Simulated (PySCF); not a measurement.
# Spin states of NaCa

Unrestricted PBE0; basis Na pcseg-1, Ca pcseg-1; no relativity; PySCF 2.14. Outer shells of the fragments: Na 3s1; Ca 4s2.

Followed along the bond (rough minima from three points):

| 2Ms+1 | unpaired | ⟨S²⟩ at the start | R at minimum (Å) | Te (eV) |
| --- | --- | --- | --- | --- |
| 2 | σ ↑ | 0.76 | 3.69 | 0.00 |
| 2 | π ↑ | 0.85 | 3.08 | 1.15 |
| 4 | σ ↑↑, π ↑ | 3.75 | 3.43 | 1.83 |

Solutions found at the starting distance of 3.165 Å, counted from the lowest of them; the search is not exhaustive and high or unbound solutions are not listed, so other states can lie among these:

```tsv
2Ms+1	unpaired	term	E (eV)	⟨S²⟩	⟨Lz²⟩	μ (D)
2	σ ↑	²Σ⁺	0.00	0.76	0.00	-0.72
2	π ↑	²Π	1.02	0.85	1.02	-1.48
4	σ ↑↑, π ↑	⁴Π	1.72	3.75	1.00	-0.47
2	δ ↑	²Δ	1.82	0.83	4.00	0.62
4	σ ↑↑↑	⁴Σ⁺	2.20	3.75	0.00	3.29
2	σ ↑↑, π ↓	mixed	2.29	1.75	1.01	-0.37
4	σ ↑↑, δ ↑	⁴Δ	2.69	3.75	4.00	-1.09
4	σ ↑, π ↑↑	⁴Σ⁻	2.80	3.75	0.00	0.16
2	σ ↑↑, δ ↓	mixed	2.99	1.75	4.00	-1.21
2	σ ↑, π ↑↓	mixed	3.40	1.75	2.02	-0.24
```

A term symbol is given only where ⟨S²⟩ and ⟨Lz²⟩ are close to those of a pure state; real π, δ and φ orbitals otherwise mix terms. A positive dipole means Na(−)Ca(+).

Task: Compare the gap between the two lowest followed solutions at the starting distance with the gap between their minima.

Result: At PBE0 the second solution (doublet, unpaired electrons π ↑) lies +1.02 eV from the first (doublet, unpaired electrons σ ↑) at 3.165 Å and +1.15 eV at the minima; the two curves relax by different amounts, since their minima lie near 3.08 and 3.69 Å.

Counting both spins, an empty level lies below a filled one in some of these solutions, because spin and occupation are held.
